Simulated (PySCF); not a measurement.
**Broadened absorption spectrum of C7H7ClSe**

Compound: C₇H₇ClSe.
InChI=1S/C7H7ClSe/c1-9-7-4-2-6(8)3-5-7/h2-5H,1H3

Level of theory: PySCF, TDDFT wB97X-D/def2-SVPD, vertical, gas phase, core orbitals frozen in the response. Geometry: PBE0-D3(BJ)/def2-SVP, one conformer, isolated molecule. The wB97X-D/def2-SVPD calculation is non-relativistic and has no spin–orbit coupling, an omission that weighs most on selenium. Torsions of this conformer, `[CH3:1][Se:2][c:3]1[cH:4][cH:5][c:6]([Cl:7])[cH:8][cH:9]1`: C1–Se2–C3–C4 0°.

Computed states:

```tsv
state	E (eV)	f
S1	4.69	0.012
S2	4.76	0.0002
S3	5.05	0.361
S4	5.86	0.025
S5	6.00	0.010
S6	6.19	0.055
S7	6.49	0.096
S8	6.51	0.0024
S9	6.88	0.0016
S10	6.91	0.065
```

Broadening: Gaussians 0.3 eV wide at half height, area fixed by f = 4.319×10⁻⁹ ∫ε dν̃. The width is an assumption, not a result. The curve ends short of the highest state used, and states not computed would add to its high-energy end.

(1) What does the envelope look like, and where are its maxima?

(2) Coming from long wavelengths, where does ε first pass 100 L mol⁻¹ cm⁻¹?

(3) Does any computed singlet lie in the visible range?

(4) On this curve, what absorbance would a 10⁻³ mol/L sample give at 266 nm over a 1 cm path?

Answers

(1) 
```csv
E (eV),ε (L mol⁻¹ cm⁻¹)
4.24,2
4.29,7
4.34,22
4.39,60
4.44,143
4.48,256
4.53,465
4.58,743
4.63,1083
4.68,1569
4.73,2504
4.77,3974
4.82,7344
4.87,12853
4.92,20059
4.97,27218
5.01,31215
5.06,32305
5.11,28681
5.16,21834
5.21,14250
5.25,9066
5.30,4484
5.35,1902
5.40,695
5.45,230
5.50,104
5.54,125
5.59,268
5.64,563
5.69,1030
5.74,1636
5.78,2149
5.83,2707
5.88,3090
5.93,3336
5.98,3604
6.02,3944
6.07,4554
6.12,5223
6.17,5720
6.22,5962
6.26,6100
6.31,6504
```

Maxima: 246 nm (5.05 eV), ε about 32000, made up of S3 (100%) (ε in L mol⁻¹ cm⁻¹; maxima over ε = 5, shares over 10%). At its high-energy end, 6.31 eV, the curve is still rising (ε about 6500, from S6 and S7).

(2) At about 281 nm (4.42 eV), 0.28 eV below S1.

(3) No computed singlet lies in the visible range (380 to 750 nm); the lowest, at 264 nm, stands 1.43 eV above its violet end (3.26 eV).

(4) 266 nm is 4.661 eV, where ε is about 1400 L mol⁻¹ cm⁻¹, so A = ε c l ≈ 1.4 (Beer–Lambert, with the gas-phase spectrum and the assumed width).

The vertical ionisation energy (ΔSCF) is 7.86 eV, 0.94 eV above S10.
